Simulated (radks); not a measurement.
Trend from Zn3+ to Hg3+: ionisation energy by Delta-SCF between NIST ground configurations, and size. All-electron calculation, scalar-relativistic Kohn-Sham, r2SCAN, spin-unpolarised, spherical densities, finite nucleus; meta-GGA in the generalised Kohn-Sham scheme; Fermi nuclear charge, rms radius of each element as measured or else 0.836 A^(1/3) + 0.57 fm. Program: a radial shooting solver on a logarithmic mesh with Libxc functionals.

| species | configuration | configuration of the ion | IE (eV) | NIST (eV) | kind | -e(HOMO) (eV) |
|---|---|---|---|---|---|---|
| Zn3+ | [Ar] 3d9 | [Ar] 3d8 | 62.136 | 59.57 | exp. | 51.012 (3d) |
| Cd3+ | [Kr] 4d9 | [Kr] 4d8 | 54.410 | 51 | theory | 46.169 (4d) |
| Hg3+ | [Xe] 4f14 5d9 | [Xe] 4f14 5d8 | 50.054 | 48.6 | exp. | 42.774 (5d) |

Reference values: NIST Atomic Spectra Database (exp. = measured, semi-emp. = semi-empirical, theory = theoretical value adopted there). Spin polarisation and multiplet splitting are left out, so open shells lie too high by an amount that depends on their filling. Spin-orbit splitting is averaged out at the scalar-relativistic level.

Beside tabulated values, note that spin-unpolarised runs miss the spin-polarisation part of the exchange energy of open shells.
